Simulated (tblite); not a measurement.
Species: C4HF5.
Bonds: C1–C2 (triple), C2–C3, C3–F4, C3–F5, C3–C6, C6–F7, C6–F8, C6–F9. Hydrogens: H10 on C1.

Computed with GFN2-xTB (tblite), gas phase: nudged elastic band of 9 images (0 to 8), spring 0.2 eV/Å², climbing image at the end, force threshold 0.05 eV/Å. The top image wasn't refined or checked by frequencies; at this threshold it can lie a kcal/mol or more above the true saddle point of the method.

The band describes a rotation about C3–C6 (CF2 carbon, CF3 carbon), followed by the dihedral C2–C3–C6–F7, from the optimised start (-60°) to a second optimised geometry at 60°.

Q: How does the energy change from image to image?

A: 
| image | dihedral (°) | E (kcal/mol) | C3–C6 (Å) | C2···F7 (Å) | largest true force (eV/Å) |
| --- | --- | --- | --- | --- | --- |
| 0 | -60 | 0.00 | 1.559 | 2.85 | 0.01 |
| 1 | -46 | 0.21 | 1.560 | 2.74 | 0.04 |
| 2 | -32 | 0.78 | 1.565 | 2.66 | 0.05 |
| 3 | -17 | 1.40 | 1.570 | 2.61 | 0.04 |
| 4 | -1 | 1.69 | 1.573 | 2.60 | 0.03 |
| 5 | 14 | 1.49 | 1.571 | 2.61 | 0.04 |
| 6 | 29 | 0.91 | 1.566 | 2.65 | 0.06 |
| 7 | 44 | 0.29 | 1.561 | 2.73 | 0.05 |
| 8 | 60 | 0.00 | 1.559 | 2.85 | 0.01 |

Barriers of this band. The top is image 4 at -1°: 1.7 kcal/mol in either direction, as the ends lie within 0.002 eV of each other (their dihedrals are equal and opposite within 4°). The central bond is 0.014 Å longer at the top than at the start.

Q: What rate follows at 298 K for crossing this barrier forward?

A: Taking the electronic barrier for the free energy of activation (no zero-point or entropy terms, transmission 1), rate = (kT/h)·exp(−ΔE/kT) ≈ 4 × 10^11 s⁻¹, whose inverse is 3 × 10^-12 s. An error of 1 kcal/mol in the barrier changes this by a factor of 5, and the method and the loose band can each miss by that much or more. The barrier is only 2.9 kT, where transition-state theory is rough.

Q: How long is the path, and how are the images spaced?

A: Cartesian distances between aligned neighbours (all atoms, Å): 0.46, 0.49, 0.49, 0.50, 0.49, 0.50, 0.50, 0.54; the sum is 3.96 Å, and the top lies 49 % of the way along.

What follows is the cost of the whole band run. On an INTEL XEON PLATINUM 8581C at 2.30 GHz with one thread, on a shared host, this took 1.8 s wall and 0.18 GiB of memory at its peak.
